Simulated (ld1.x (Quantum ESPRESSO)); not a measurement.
**Which change was made? (Cl, TM)**

| Item | Value |
| --- | --- |
| Element | chlorine (Cl) |
| Generator | ld1.x (Quantum ESPRESSO) 7.5 |
| Type | norm-conserving Troullier–Martins (Kleinman–Bylander form) |
| Functional | BP86 |
| Relativity | non-relativistic |
| Frozen core | [Ne] |
| Valence charge | 7 |
| Reference configuration | 3s2 3p4.75 (charge +0.25) |
| Partial waves | 3s (bound): rc 1.30 bohr; 3p (bound): rc 0.95 bohr |
| Local potential | all-electron potential smoothed inside 1.00 bohr (lloc = -1) |
| Core correction | a·sin(br)/r model core, default radius (core density twice the valence density) |

Cutoffs, loose and tight: the cutoffs (Ry, on a coarse ladder) from which the occupation-weighted sum of valence levels, in a spherical-Bessel basis at the reference potential, stays within 10 and 1 mRy of its value at 400 Ry. They do not see the model core or the augmentation charge, which bear on the density cutoff. Test errors are all-electron minus pseudo excitation energies from the reference, over the configurations 3s2 3p5; 3s2 3p4; 3s2 3p3; 3s2 3p5.3; 3s2 3p1; 3s1 3p5; 3s1 3p6; variants that change the core or the reference have their own tests. The largest error is taken over the tests solved by every variant that gives reliable tests at all, those not shown here included: 3s1 3p5; 3s1 3p6; 3s2 3p3; 3s2 3p4; 3s2 3p5; 3s2 3p5.3.

The base gives: outcome: generated; cutoff, loose: 140 Ry; cutoff, tight: 300 Ry; bound ghosts: none; largest test error (meV): +34.

After one change the result is: outcome: generated; cutoff, loose: 140 Ry; cutoff, tight: 300 Ry; bound ghosts: none; largest test error (meV): +41. Which change was it?
A. local potential all-electron potential smoothed inside 0.70 bohr (lloc = -1)
B. local potential all-electron potential smoothed inside 1.42 bohr (lloc = -1)
C. local potential all-electron potential smoothed inside 0.64 bohr (lloc = -1)
D. local potential all-electron potential smoothed inside 0.52 bohr (lloc = -1)
E. local potential all-electron potential smoothed inside 0.92 bohr (lloc = -1)

E. The others give: local potential all-electron potential smoothed inside 0.64 bohr (lloc = -1) → outcome: generated; cutoff, loose: 140 Ry; cutoff, tight: 300 Ry; bound ghosts: s; largest test error (meV): +30 | local potential all-electron potential smoothed inside 1.42 bohr (lloc = -1) → outcome: generated; cutoff, loose: 140 Ry; cutoff, tight: 300 Ry; bound ghosts: none; largest test error (meV): +28 | local potential all-electron potential smoothed inside 0.70 bohr (lloc = -1) → outcome: generated; cutoff, loose: 140 Ry; cutoff, tight: 300 Ry; bound ghosts: s; largest test error (meV): +23 | local potential all-electron potential smoothed inside 0.52 bohr (lloc = -1) → outcome: generated; cutoff, loose: 140 Ry; cutoff, tight: 300 Ry; bound ghosts: s; largest test error (meV): +38.
